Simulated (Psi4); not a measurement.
C5H11Cl, singlet, at a GFN2-xTB geometry; Psi4 with R2SCAN/def2-TZVPPD.

Input for Psi4:
```
memory 2 GB

molecule mol {
0 1
  C    -2.070968    0.908680   -1.155141
  C    -1.110302    0.184132   -0.214363
  C    -1.780862   -0.047861    1.137519
  C     0.181897    0.998561   -0.076282
  C     1.298422    0.282775    0.665289
  Cl    1.816204   -1.187639   -0.208039
  H    -2.984600    0.333244   -1.282620
  H    -1.619060    1.052309   -2.133869
  H    -2.334120    1.884265   -0.751004
  H    -0.859409   -0.786634   -0.653378
  H    -1.987583    0.901423    1.628284
  H    -1.155728   -0.648699    1.792599
  H    -2.722541   -0.574315    1.001320
  H     0.540402    1.264287   -1.073103
  H    -0.031736    1.926216    0.461753
  H     0.988925   -0.037684    1.658740
  H     2.180857    0.917733    0.745810
}

set basis def2-tzvppd
set reference rks

energy('r2scan')
print_variables()
```

What the program printed (banner, timings and long lists left out):

```
   => Loading Basis Set <=

    Name: DEF2-TZVPPD
    Role: ORBITAL
    Keyword: BASIS

         ---------------------------------------------------------
                                   SCF
               by Justin Turney, Rob Parrish, Andy Simmonett
                          and Daniel G. A. Smith
                              RKS Reference
         ---------------------------------------------------------

  ==> Geometry <==

    Molecular point group: c1
    Full point group: C1

    Geometry (in Angstrom), charge = 0, multiplicity = 1:

       Center              X                  Y                   Z               Mass
    ------------   -----------------  -----------------  -----------------  -----------------
         C           -2.180968464574     0.977833009961    -1.140194246326    12.000000000000
         C           -1.220302464574     0.253285009961    -0.199416246326    12.000000000000
         C           -1.890862464574     0.021292009961     1.152465753674    12.000000000000
         C            0.071896535426     1.067714009961    -0.061335246326    12.000000000000
         C            1.188421535426     0.351928009961     0.680235753674    12.000000000000
         CL           1.706203535426    -1.118485990039    -0.193092246326    34.968852682000
         H           -3.094600464574     0.402397009961    -1.267673246326     1.007825032230
         H           -1.729060464574     1.121462009961    -2.118922246326     1.007825032230
         H           -2.444120464574     1.953418009961    -0.736057246326     1.007825032230
         H           -0.969409464574    -0.717480990039    -0.638431246326     1.007825032230
         H           -2.097583464574     0.970576009961     1.643230753674     1.007825032230
         H           -1.265728464574    -0.579545990039     1.807545753674     1.007825032230
         H           -2.832541464574    -0.505161990039     1.016266753674     1.007825032230
         H            0.430401535426     1.333440009961    -1.058156246326     1.007825032230
         H           -0.141736464574     1.995369009961     0.476699753674     1.007825032230
         H            0.878924535426     0.031469009961     1.673686753674     1.007825032230
         H            2.070856535426     0.986886009961     0.760756753674     1.007825032230

  Running in c1 symmetry.

  Rotational constants: A =      0.16350  B =      0.04677  C =      0.04505 [cm^-1]
  Rotational constants: A =   4901.51467  B =   1402.14059  C =   1350.60213 [MHz]
  Nuclear repulsion =  304.509135335519602

  Charge       = 0
  Multiplicity = 1
  Electrons    = 58
  Nalpha       = 29
  Nbeta        = 29

  ==> Algorithm <==

  SCF Algorithm Type is DF.
  DIIS enabled.
  MOM disabled.
  Fractional occupation disabled.
  Guess Type is SAD.
  Energy threshold   = 1.00e-06
  Density threshold  = 1.00e-06
  Integral threshold = 1.00e-12

  ==> Primary Basis <==

  Basis Set: DEF2-TZVPPD
    Blend: DEF2-TZVPPD
    Number of shells: 159
    Number of basis functions: 423
    Number of Cartesian functions: 471
    Spherical Harmonics?: true
    Max angular momentum: 3

  ==> DFT Potential <==

   => LibXC <=

    Version 7.1.2
    S. Lehtola, C. Steigemann, M. J. T. Oliveira, and M. A. L. Marques,  SoftwareX 7, 1–5 (2018) (10.1016/j.softx.2017.11.002)

   => Composite Functional: R2SCAN <=

    r2SCAN Meta-GGA XC Functional  (0.1021/acs.jpclett.0c02405)
    J. W. Furness, A. D. Kaplan, J. Ning, J. P. Perdew, J. Sun  J. Phys. Chem. Lett.  11, 8208–8215, 2020

    Deriv               =              1
    GGA                 =           TRUE
    Meta                =           TRUE

    Exchange Hybrid     =          FALSE
    MP2 Hybrid          =          FALSE

   => Exchange Functionals <=

    1.0000   XC_MGGA_X_R2SCAN

   => Correlation Functionals <=

    1.0000   XC_MGGA_C_R2SCAN

   => LibXC Density Thresholds  <==

    XC_MGGA_C_R2SCAN:  1.00E-15
    XC_MGGA_X_R2SCAN:  1.00E-11

   => Molecular Quadrature <=

    Radial Scheme          =       TREUTLER
    Pruning Scheme         =           NONE
    Nuclear Scheme         =       TREUTLER

    Blocking Scheme        =         OCTREE
    BS radius alpha        =              1
    Pruning alpha          =              1
    Radial Points          =             75
    Spherical Points       =            302
    Total Points           =         359814
    Total Blocks           =           2674
    Max Points             =            256
    Max Functions          =            398
    Weights Tolerance      =       1.00E-15

   => Loading Basis Set <=

    Name: (DEF2-TZVPPD AUX)
    Role: JKFIT
    Keyword: DF_BASIS_SCF

  ==> Integral Setup <==

  SCF_SUBTYPE=INCORE selected. In-core MEM_DF algorithm will be used.
  Using in-core AOs.

  ==> MemDFJK: Density-Fitted J/K Matrices <==

    J tasked:                   Yes
    K tasked:                    No
    wK tasked:                   No
    Algorithm:                 Core
    Schwarz Cutoff:           1E-12
    Mask sparsity (%):       4.7874
    Fitting Condition:        1E-10

   => Auxiliary Basis Set <=

  Basis Set: (DEF2-TZVPPD AUX)
    Blend: DEF2-UNIVERSAL-JKFIT
    Number of shells: 229
    Number of basis functions: 701
    Number of Cartesian functions: 820
    Spherical Harmonics?: true
    Max angular momentum: 4

  Minimum eigenvalue in the overlap matrix is 3.8316839268E-06.
  Reciprocal condition number of the overlap matrix is 2.1954247876E-07.
    Using symmetric orthogonalization.

  ==> Pre-Iterations <==

  SCF Guess: Superposition of Atomic Densities via on-the-fly atomic UHF (no occupation information).

   -------------------------
    Irrep   Nso     Nmo
   -------------------------
     A        423     423
   -------------------------
    Total     423     423
   -------------------------

  ==> Iterations <==

                           Total Energy        Delta E     RMS |[F,P]|

   @DF-RKS iter SAD:  -656.66918269864391   -6.56669e+02   0.00000e+00
   @DF-RKS iter   1:  -656.45175117625467    2.17432e-01   3.03791e-03 ADIIS/DIIS
   @DF-RKS iter   2:  -654.92326854059604    1.52848e+00   4.83535e-03 ADIIS/DIIS
   @DF-RKS iter   3:  -657.26236680183706   -2.33910e+00   6.29622e-04 ADIIS/DIIS
   @DF-RKS iter   4:  -657.28468018660146   -2.23134e-02   3.64331e-04 ADIIS/DIIS
   @DF-RKS iter   5:  -657.29558199388316   -1.09018e-02   6.34060e-05 DIIS
   @DF-RKS iter   6:  -657.29589026830877   -3.08274e-04   1.81173e-05 DIIS
   @DF-RKS iter   7:  -657.29591560199890   -2.53337e-05   6.79672e-06 DIIS
   @DF-RKS iter   8:  -657.29591917401615   -3.57202e-06   2.23784e-06 DIIS
   @DF-RKS iter   9:  -657.29591957361015   -3.99594e-07   5.89399e-07 DIIS
  Energy and wave function converged.

  ==> Post-Iterations <==

   Electrons on quadrature grid:
      Ntotal   =   58.0000986977 ; deviation = 9.870e-05

    Orbital Energies [Eh]
    ---------------------

    Doubly Occupied:

[...]
    Virtual:

[...]
     423A     26.619193

    Final Occupation by Irrep:
              A
    DOCC [    29 ]
    NA   [    29 ]
    NB   [    29 ]

  @DF-RKS Final Energy:  -657.29591957361015

   => Energetics <=

    Nuclear Repulsion Energy =            304.5091353355196020
    One-Electron Energy =               -1504.0106588812063819
    Two-Electron Energy =                 601.6331138199700490
    DFT Exchange-Correlation Energy =     -59.4275098478935107
    Empirical Dispersion Energy =           0.0000000000000000
    VV10 Nonlocal Energy =                  0.0000000000000000
    Total Energy =                       -657.2959195736101492

Computation Completed

Properties will be evaluated at   0.000000,   0.000000,   0.000000 [a0]

Properties computed using the SCF density matrix

 Multipole Moments:

 ------------------------------------------------------------------------------------
     Multipole            Electronic (a.u.)      Nuclear  (a.u.)        Total (a.u.)
 ------------------------------------------------------------------------------------

 L = 1.  Multiply by 2.5417464519 to convert [e a0] to [Debye]
 Dipole X            :         11.7164212          -12.0565093           -0.3400881
 Dipole Y            :         -6.9665254            7.5794620            0.6129366
 Dipole Z            :         -1.3485604            1.6382276            0.2896672
 Magnitude           :                                                    0.7584579

 ------------------------------------------------------------------------------------

  Variable Map:
  ----------------------------------------------------------------------------
[...]
  Array Variable Map:
  ----------------------------------------------------------------------------
[...]
[...]
```
